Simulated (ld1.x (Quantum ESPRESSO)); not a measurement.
**N (Z = 7): from the effect back to the setting (TM)**

Base potential:

ld1.x (Quantum ESPRESSO) 7.5 input, shortened:

```
&input
   title='N', zed=7., rel=1, dft='PBESOL', iswitch=3,
   config='[He] 2s2 2p2 3d-2'
 /
 &inputp
   pseudotype=2, tm=.true., lloc=0,
   nlcc=.false.
 /
3
2P  2  1   2.00   0.00  1.10  1.10  0.0
3D  3  2  -2.00   0.40  1.10  1.10  0.0
2S  1  0   2.00   0.00  1.05  1.05  0.0
 &test
   configts(1)='2s2 2p2'
 /
```

Cutoffs, loose and tight: the cutoffs (Ry, on a coarse ladder) from which the occupation-weighted sum of valence levels, in a spherical-Bessel basis at the reference potential, stays within 10 and 1 mRy of its value at 400 Ry. They do not see the model core or the augmentation charge, which bear on the density cutoff. Test errors are all-electron minus pseudo excitation energies from the reference, over the configurations 2s2 2p3; 2s2 2p1; 2s2 2p0; 2s0 2p5; 2s1 2p4; 2s2 2p2.5; 2s1 2p0; variants that change the core or the reference have their own tests.

Only the scale of all radii (base = 1) is moved:

| scale of all radii (base = 1) | cutoff, loose | cutoff, tight | bound ghosts | largest test error (meV) |
| --- | --- | --- | --- | --- |
| 0.8 | 110 Ry | 160 Ry | none | +423 |
| 0.93 | 100 Ry | 140 Ry | none | +466 |
| 0.98 | 90 Ry | 140 Ry | none | +489 |
| 1.16 | 70 Ry | 100 Ry | none | +619 |
| 1.37 | 50 Ry | 80 Ry | none | +836 |

Q: One more run gave cutoff, loose: 60 Ry; cutoff, tight: 90 Ry; bound ghosts: none; largest test error (meV): +711. Which value of the scale of all radii (base = 1) was used?

A: 1.26. The loose cutoff moves one way along this sweep, from 110 Ry at 0.8 to 50 Ry at 1.37, which places the run between 1.16 and 1.37.
